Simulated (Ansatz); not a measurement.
SnF₂: single points at one geometry.

```yaml
crystal:
  periodic: [false, false, false]
  atoms:
    - {symbol: Sn, position_ang: [0.181505, 0.664314, -0.074706]}
    - {symbol: F, position_ang: [1.482974, -0.795114, -0.255926]}
    - {symbol: F, position_ang: [-1.664479, 0.130791, 0.330631]}
basis:
  gaussian: {orbitals: def2-TZVP, initial_orbitals: start.molden}
magnetization: {spin_polarized: true, initial_magnetization: 2}
hamiltonian: {xc: {name: B2PLYP}}
scf: {omitted_lower_state_checks: [starts]}
```

The file start.molden holds the orbitals of an earlier run on this structure, at another level or in another basis.

```sh
$ ansatz run in.yaml --threads 4 --pin off --events-out ev --progress --plain --max-ram 3916MiB
```

It prints (some lines left out):

```
Functional definition: B2PLYP
894 factors; integrals over basis functions are off by at most 8.4e-4 eV
mean field evaluation 1: about -11251.1191 eV, gradient 5.2e0 eV
mean field evaluation 2: about -11251.2226 eV, gradient 1.7e-1 eV
mean field evaluation 4: about -11251.3041 eV, gradient 3.0e-3 eV
mean field evaluation 8: about -11251.3041 eV, gradient 2.7e-6 eV
mean field -11251.30411440 eV, -413.4777997965 hartree, gradient 2.7e-6 eV, S^2 2.010239; 0 other end points of the search recorded, 0 dependent functions left out
6 core orbitals not correlated: weight in the atoms' cores, before any rotation towards them, 1.000 or more for the frozen orbitals, at most 0.000 for the correlated occupied ones
reference -11251.30424529 eV, -413.4778046064 hartree; 15, 13 occupied and 91, 93 virtual orbitals, 894 factors
second order -25.42652179 eV of doubles, -0.00000000 eV of singles
Total energy: -11258.16940617 eV, -413.7300946155 hartree
Checks for a lower state left out: starts
```

Hardware: 4 threads of Arm Neoverse V1 on a shared host. Wall time 1.9 s.

The first input with `hamiltonian: {xc: r2scan, dispersion: d4}`, `output: {orbitals: {seedname: orbitals}}` (abridged; 2.2 s):

```
Functional definition: r2SCAN
mean field -11266.79893862 eV, -414.0472240836 hartree, gradient 1.2e-5 eV, S^2 2.005114
Total energy: -11266.80771235 eV, -414.0475465123 hartree
Checks for a lower state left out: starts
```

First input, but with `hamiltonian: {xc: {name: CAM-B3LYP}, dispersion: d4}`, `output: {orbitals: {seedname: orbitals}}` (abridged; 1.5 s):

```
Functional definition: CAM-B3LYP
mean field -11265.02173482 eV, -413.9819130485 hartree, gradient 2.0e-5 eV, S^2 2.006733
Total energy: -11265.05776942 eV, -413.9832372959 hartree
Checks for a lower state left out: starts
```

As the first input, with `gaussian: {orbitals: def2-TZVPP, initial_orbitals: start.molden}`, `correlation: {method: ccsd_t}`, `scf: {omitted_lower_state_checks: [starts, cluster_reference]}`, `output: {orbitals: {seedname: orbitals}}` and without the key `hamiltonian` (abridged; 10 s):

```
Functional definition: HF
mean field -11219.35296171 eV, -412.3036165924 hartree, gradient 2.7e-6 eV, S^2 2.011831
6 core orbitals not correlated: weight in the atoms' cores, before any rotation towards them, 1.000 or more for the frozen orbitals, at most 0.000 for the correlated occupied ones
second order -21.10151698 eV of doubles, -0.00000000 eV of singles
cycle   1  -20.29270879 eV  change    8.1e-1 eV  update   1.3e-1
cycle   2  -20.78514304 eV  change   -4.9e-1 eV  update   4.6e-2
cycle   3  -20.92540186 eV  change   -1.4e-1 eV  update   2.8e-2
cycle   4  -20.92022570 eV  change    5.2e-3 eV  update   1.1e-2
cycle   5  -20.91301206 eV  change    7.2e-3 eV  update   5.3e-3
cycle   6  -20.91687202 eV  change   -3.9e-3 eV  update   2.4e-3
cycle   7  -20.91828202 eV  change   -1.4e-3 eV  update   1.3e-3
cycle   8  -20.91802761 eV  change    2.5e-4 eV  update   5.7e-4
cycle   9  -20.91802176 eV  change    5.9e-6 eV  update   3.7e-4
cycle  10  -20.91806425 eV  change   -4.2e-5 eV  update   1.5e-4
cycle  11  -20.91794893 eV  change    1.2e-4 eV  update   8.9e-5
cycle  12  -20.91806559 eV  change   -1.2e-4 eV  update   3.6e-5
cycle  13  -20.91804577 eV  change    2.0e-5 eV  update   1.5e-5
perturbative correction -0.63477651 eV, -0.0233276064 hartree
Total energy: -11240.90578399 eV, -413.0956682021 hartree
Checks for a lower state left out: starts, cluster_reference
```

First input, but with `hamiltonian: {xc: pbe, dispersion: d4}`, `output: {orbitals: {seedname: orbitals}}` (abridged; 1.1 s):

```
Functional definition: PBE
mean field -11261.71954744 eV, -413.8605599008 hartree, gradient 2.5e-5 eV, S^2 2.002192
Total energy: -11261.76152280 eV, -413.8621024669 hartree
Checks for a lower state left out: starts
```

The first input with `hamiltonian: {xc: {name: B3LYP}, dispersion: d4}`, `output: {orbitals: {seedname: orbitals}}` (abridged; 1.2 s):

```
Functional definition: B3LYP
mean field -11268.65171686 eV, -414.1153124280 hartree, gradient 1.2e-5 eV, S^2 2.004739
Total energy: -11268.72137588 eV, -414.1178723499 hartree
Checks for a lower state left out: starts
```

The first input with `hamiltonian: {xc: pbe0, dispersion: d4}`, `output: {orbitals: {seedname: orbitals}}` and without the key `scf` (abridged; 1.9 s):

```
Functional definition: PBE0
mean field evaluation 16: about -11261.5327 eV, gradient 3.6e-2 eV
mean field -11261.63621206 eV, -413.8574973818 hartree, gradient 1.6e-5 eV, S^2 2.005328; 1 other end points of the search recorded, 0 dependent functions left out
Total energy: -11261.67122338 eV, -413.8587840244 hartree
```

Geometry: PBE-D4/def2-TZVP.

In the def2 sets Sn takes a core potential; there is no spin–orbit coupling. B3LYP takes the VWN-RPA correlation. Correlated methods freeze 6 core orbitals; core or outer-core shells of Sn are correlated, in sets that lack core-valence functions. At PBE0-D4/def2-TZVP a singlet of charge 0 lies 3.43 eV below the triplet, each at its own geometry. The structure comes from a short search, and lower isomers may exist.
